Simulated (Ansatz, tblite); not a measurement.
Removing and adding an electron: Zr(NH2)Cl3 (ZrNCl₃H₂). The state is a singlet with charge 0. Geometry: PBE-D4/def2-SVP. Ansatz, gas phase; energy differences of separate SCF runs; the oxidised species was run as a doublet alone; the reduced species was run as a doublet alone.

```xyz
7

Zr    0.239   -0.145    0.676
N    -0.358    0.293   -1.185
H    -0.760    1.188   -1.493
H    -0.354   -0.358   -1.981
Cl    0.705    1.900    1.739
Cl    2.062   -1.622    0.478
Cl   -1.534   -1.256    1.767
```

In the def2 sets Zr takes a core potential; there is no spin–orbit coupling. The xTB rows come from tblite.

| level | −HOMO (eV) | vertical IE (eV) | −LUMO (eV) | vertical EA (eV) | HOMO–LUMO gap (eV) | IE − EA (eV) | remarks |
| --- | --- | --- | --- | --- | --- | --- | --- |
| GFN1-xTB | 12.08 | 14.93 | 10.04 | 7.23 | 2.04 | 7.70 | – |
| GFN2-xTB | 11.33 | 14.08 | 8.97 | 6.25 | 2.35 | 7.83 | – |
| PBE-D4/def2-TZVPD | 7.05 | – | 3.16 | 0.47 | 3.89 | – | HOMO above zero (-1 doublet) |
| r2SCAN-D4/def2-TZVPD | 7.35 | – | 2.99 | 0.48 | 4.36 | – | HOMO above zero (-1 doublet) |

Estimate the rows for PBE-D4/def2-TZVP, r2SCAN-D4/def2-TZVP, PBE0-D4/def2-TZVP, PBE0-D4/def2-TZVPD.


| level | −HOMO (eV) | vertical IE (eV) | −LUMO (eV) | vertical EA (eV) | HOMO–LUMO gap (eV) | IE − EA (eV) | remarks |
| --- | --- | --- | --- | --- | --- | --- | --- |
| PBE-D4/def2-TZVP | 7.01 | 9.87 | 3.10 | – | 3.91 | – | – |
| r2SCAN-D4/def2-TZVP | 7.34 | 10.03 | 2.97 | – | 4.37 | – | – |
| PBE0-D4/def2-TZVP | 8.40 | 10.23 | 2.29 | – | 6.11 | – | – |
| PBE0-D4/def2-TZVPD | 8.42 | – | 2.33 | 0.67 | 6.08 | – | HOMO above zero (-1 doublet) |

Relaxing the oxidised species (PBE-D4/def2-SVP) changes its energy by -0.27 eV at PBE-D4/def2-TZVP, so the adiabatic ionisation energy to this nearest minimum is 9.60 eV. At PBE0-D4/def2-TZVP it is 9.72 eV.     A HOMO above zero means that the electron is unbound at that level or that self-interaction error raises the level; the energy of removing that electron tells which. Raw xTB energy differences between charge states are shifted by several eV; the methods need an empirical correction for them.
